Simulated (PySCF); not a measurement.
Ranking problems on computed properties.

Species are written as SMILES; each is one conformer at its optimised geometry, gas phase, non-relativistic unless stated. Electronic properties by PySCF.

Dipoles, sizes and rotational constants follow the conformer. The torsions of the flexible species, by atom-mapped SMILES:
- `[CH3:1][Si:2]([CH3:3])([CH3:4])[c:5]1[cH:6][n:7][nH:8][cH:9]1`: C1–Si2–C5–C6 -60°
- `[CH3:1]/[CH:2]=[CH:3]\[CH2:4][SiH2:5][S:6][SiH2:7][SiH3:8]`: C2–C3–C4–Si5 93°, C3–C4–Si5–S6 -177°, C4–Si5–S6–Si7 180°, Si5–S6–Si7–Si8 177°
- `[CH3:1][N:2]([CH3:3])[Si@H:4]1[CH2:5][C@H:6]([C:7]#[N:8])[CH2:9]1`: C1–N2–Si4–C5 63°
- `[CH3:1][SiH2:2][SiH:3]([SiH2:4][CH3:5])[SiH2:6][CH:7]=[O:8]`: C1–Si2–Si3–Si4 98°, Si2–Si3–Si4–C5 35°, Si2–Si3–Si6–C7 -54°, Si3–Si6–C7–O8 4°
- `[CH3:1][CH2:2][C@@H:3]([F:4])[CH:5]=[S:6]`: C1–C2–C3–F4 66°, C2–C3–C5–S6 65°
- `[F:1][CH:2]([F:3])[C:4]([F:5])([F:6])[C:7]([F:8])([F:9])[F:10]`: F1–C2–C4–F5 65°, C2–C4–C7–F8 -60°
- `[O:1]=[CH:2][C:3]([SiH3:4])([SiH3:5])[SiH2:6][CH2:7][SiH3:8]`: O1–C2–C3–Si4 -2°, C2–C3–Si6–C7 67°, C3–Si6–C7–Si8 178°
- `[CH3:1][C:2]([CH3:3])([CH3:4])[P-:5][N:6]([SiH3:7])[SiH3:8]`: C1–C2–P5–N6 -63°, C2–P5–N6–Si7 107°
- `[CH2:1]=[CH:2][Si:3][CH3:4]`: C1–C2–Si3–C4 0°

The conformers of `C[Si@@]1(P)C[C@@H](C=O)[SiH2]O1` aren't listed.

Question: Rank by HOMO–LUMO gap, highest first (PBE0/pcSseg-1 at GFN2-xTB geometries).
A. `C[Si@@]1(P)C[C@@H](C=O)[SiH2]O1`
B. `C/C=C\C[SiH2]S[SiH2][SiH3]`
C. `C[Si](C)(C)C1=CNN=C1`
D. `C[SiH2][SiH]([SiH2]C)[SiH2]C=O`
E. `[C@H]1(C#N)C[Si@@H](C1)N(C)C`
F. `CC[C@@H](F)C=S`

Answer: C (7.60 eV), E (7.01 eV), A (6.59 eV), B (6.26 eV), D (5.52 eV), F (4.27 eV).

Q: By how much do the two ends of that ranking differ?

A: By 3.33 eV, between `C[Si](C)(C)c1cn[nH]c1` and `CC[C@@H](F)C=S`.

Question: Rank by dipole moment, lowest first (PBE0/pcSseg-1 at GFN2-xTB geometries).
A. `FC(C(F)(F)C(F)F)(F)F`
B. `CN(C)[Si@H]1C[C@H](C#N)C1`
C. `S([SiH2]C/C=C\C)[SiH2][SiH3]`
D. `n1[nH]cc(c1)[Si](C)(C)C`
E. `[SiH3]C[SiH2]C([SiH3])(C=O)[SiH3]`

Answer: C (0.98 D), A (1.60 D), D (2.24 D), E (2.76 D), B (5.32 D).

Q: By how much do the two ends of that ranking differ?

A: By 4.34 D, between `CN(C)[Si@H]1C[C@H](C#N)C1` and `C/C=C\C[SiH2]S[SiH2][SiH3]`.

Question: Rank by HOMO energy, lowest first (PBE0/pcSseg-1 at GFN2-xTB geometries).
A. `C[Si](C)(C)c1cn[nH]c1`
B. `O=CC([SiH3])([SiH3])[SiH2]C[SiH3]`
C. `CN(C)[Si@H]1C[C@H](C#N)C1`
D. `C[Si@]1(P)O[SiH2][C@@H](C1)C=O`
E. `FC(F)C(F)(F)C(F)(F)F`

Answer: E (-10.28 eV), B (-7.73 eV), D (-7.29 eV), A (-7.09 eV), C (-6.71 eV).

Question: Rank by smallest rotational constant, highest first (GFN2-xTB).
A. `C/C=C\C[SiH2]S[SiH2][SiH3]`
B. `CC(C)(C)[P-]N([SiH3])[SiH3]`
C. `CC[C@@H](F)C=S`
D. `C[Si](C)(C)c1cn[nH]c1`
E. `C=C[Si]C` [triplet]
F. `C[SiH2][SiH]([SiH2]C)[SiH2]C=O`

Answer: E (2.914 GHz), C (1.282 GHz), D (0.799 GHz), B (0.699 GHz), F (0.585 GHz), A (0.297 GHz).

Q: Give the two extremes of that set in cm⁻¹.

A: `C/C=C\C[SiH2]S[SiH2][SiH3]`: 0.0099 cm⁻¹; `C=C[Si]C` [triplet state]: 0.0972 cm⁻¹.
